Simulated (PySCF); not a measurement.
InF, SMILES [F][In] (connectivity only; charge and spin as stated), neutral, multiplicity 1. Atoms are numbered in the order given.

```xyz
2

In     0.0000     0.0000    -0.3093
F      0.0000     0.0000     1.6840
```
Charge 0, spin multiplicity 1.

The structure is a stationary point at r2SCAN-D4/def2-TZVP. The def2 effective core potentials stand for the cores of In; spin–orbit coupling is left out.

Level of theory: CAM-B3LYP/def2-TZVPD (PySCF).

Mulliken values depend strongly on the basis, most of all with diffuse functions as here. ESP charges are fitted to the potential on shells at 1.4 to 2.0 van der Waals radii. Atomic charges (e):

| atom | ESP fit | Mulliken |
|---|---|---|
| In1 | 0.40 | 0.58 |
| F2 | -0.40 | -0.58 |
